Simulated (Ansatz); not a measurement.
Consider the substitution at a C–B bond: `CB(C)N[SiH3]` + `[CH3][Zr]([NH2])([OH])[OH]` → `C[O][Zr]([CH3])([NH2])[OH]` + `CBN[SiH3]`.

Isolated molecules relaxed with PBE0-D4/def2-TZVP in Ansatz; ΔE leaves out vibrations. CCSD(T)/CBS adds triple-zeta CCSD(T) − MP2 to the extrapolated MP2 energy (def2 sets, frozen cores). DFT in def2-TZVPP. Elements past krypton have def2 core potentials. For Zr outer-core shells are correlated without core-valence functions, which leaves a few kJ/mol of doubt a bond. Each species was taken in one conformer, which may not be the lowest.

CCSD(T)/CBS gives +93.0 kJ/mol.

Task: Another level gave +93.6 kJ/mol. Which?
A. BLYP/def2-TZVPP
B. CAM-B3LYP/def2-TZVPP
C. PBE0/def2-TZVPP
D. MP2/def2-TZVPP

Result: D. MP2/def2-TZVPP 93.6, CAM-B3LYP 84.2, PBE0 89.4, BLYP 77.2 kJ/mol.

Task: What do rigid-rotor, harmonic-oscillator terms from PBE0-D4/def2-TZVP frequencies (298.15 K, 1 bar) make of the CCSD(T)/CBS value? (Best estimate.)

Result: Ansatz gave: ΔZPE = +2.4 kJ/mol, ΔH = +94.8 kJ/mol, ΔS = 11 J/(mol·K), ΔG = +91.5 kJ/mol. Modes under 50 cm⁻¹ make the entropy rough.

Largest T1 diagnostic among the species: 0.016.

From PBE to PBE0 (25 % exact exchange), in def2-TZVPP and without D4, ΔE moves by +3.1 kJ/mol. The D4 term adds +3.3 kJ/mol with B3LYP and +1.7 kJ/mol with PBE0; it sums over pairs of atoms, weighted by their polarisabilities, and B3LYP, whose exchange is more repulsive, gets the larger term.

B3LYP here is the variant with VWN-RPA as its local correlation; programs differ in this.
